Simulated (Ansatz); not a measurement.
Wavefunction ladder for ClHO$_{3}$W, SMILES `[O]=[W](=[O])([OH])[Cl]`

```json
{"atom": "O1", "x (Å)": "-1.607", "y (Å)": "-0.671", "z (Å)": "0.906"}
{"atom": "W2", "x (Å)": "-0.363", "y (Å)": "-0.146", "z (Å)": "-0.124"}
{"atom": "O3", "x (Å)": "0.226", "y (Å)": "-1.502", "z (Å)": "-0.960"}
{"atom": "O4", "x (Å)": "1.001", "y (Å)": "0.597", "z (Å)": "0.920"}
{"atom": "Cl5", "x (Å)": "-1.193", "y (Å)": "1.345", "z (Å)": "-1.614"}
{"atom": "H6", "x (Å)": "1.935", "y (Å)": "0.376", "z (Å)": "0.872"}
```

Charge 0, multiplicity 1. Correlated methods include outer-core shells of W, which these sets cover unevenly. W takes the def2 core potential. The geometry is a stationary point of PBE0-D4/def2-TZVP. It is one conformer, not always the lowest. Frozen core, restricted reference, Ansatz.

```
     basis     HF (Eh)  MP2 corr.  CCSD corr.       (T)  CCSD(T) total
  def2-SVP  -750.86202   -1.09762    -1.04084  -0.05005     -751.95291
def2-TZVPP  -751.35022   -1.42534    -1.36382  -0.07849     -752.79253
def2-QZVPP  -751.37435   -1.56013           –         –              –
```
